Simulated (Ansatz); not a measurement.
Species: C4H3OSe, charge 0, multiplicity 2. It need not be the lowest isomer of its formula. 
Coordinates optimised at B3LYP-D3(BJ)/def2-TZVP (Ansatz, a quantum-chemistry and plane-wave program):
```
C
O 1 1.2375
C 1 1.4405 2 123.80
H 3 1.0779 1 124.06 2 0.00
C 1 1.4781 2 124.81 3 -180.00
C 5 1.3345 1 115.71 2 -180.00
H 6 1.0782 5 128.32 1 -180.00
H 5 1.0810 6 124.28 7 0.00
Se 3 1.8377 4 122.76 1 -180.00
```
Charge 0, spin multiplicity 2.

Total electronic energies in hartree. Correlated levels leave the core frozen unless marked. Open shells are spin-unrestricted. No spin-orbit coupling. The frozen core is the preceding noble-gas configuration, with the filled d and f shells of earlier blocks. No relativistic terms. CBS(X,Y): correlation extrapolated as X^-3; Hartree-Fock from the larger set.

The UHF reference is spin-contaminated (<S^2> 0.32 over the pure value in the largest basis). 

```csv
level,program,energy (Eh)
BLYP-D4/def2-TZVPD,Ansatz + dftd4,-2631.03366
BLYP/def2-TZVPD,Ansatz,-2631.01167
revPBE-D4/def2-TZVPD,Ansatz + dftd4,-2630.81466
B97M-V/def2-TZVPD,Ansatz,-2630.58752
B3LYP/def2-TZVPD,Ansatz,-2631.07389
PBE0-D4/def2-TZVPD,Ansatz + dftd4,-2630.49994
PBE0/def2-QZVPP,Ansatz,-2630.55371
BHLYP-D4/def2-TZVPD,Ansatz + dftd4,-2630.90011
BHLYP/def2-TZVPD,Ansatz,-2630.88791
r2SCAN0-D4/def2-TZVPD,Ansatz + dftd4,-2630.86697
HSE06-D4/def2-TZVPD,Ansatz + dftd4,-2630.49104
HSE06/def2-TZVPD,Ansatz,-2630.48338
CAM-B3LYP-D4/def2-TZVPD,Ansatz + dftd4,-2631.05565
CAM-B3LYP/def2-TZVPD,Ansatz,-2631.04731
wB97M-V/def2-TZVPD,Ansatz,-2630.82400
"MP2/CBS(cc-pVTZ,cc-pVQZ)",Ansatz,-2629.0926
SCS-MP2/STO-3G,Ansatz,-2598.95975
SCS-MP2/6-31G*,Ansatz,-2628.28715
SCS-MP2/cc-pVQZ,Ansatz,-2629.02460
CCSD/6-31G*,Ansatz,-2628.37313
CCSD/cc-pVTZ,Ansatz,-2629.00245
CCSD(T)/STO-3G,Ansatz,-2599.05462
"CCSD(T)/CBS(cc-pVTZ,cc-pVQZ)",Ansatz,-2629.1867
```

Totals of different functionals don't rank their quality; only differences between species are comparable.
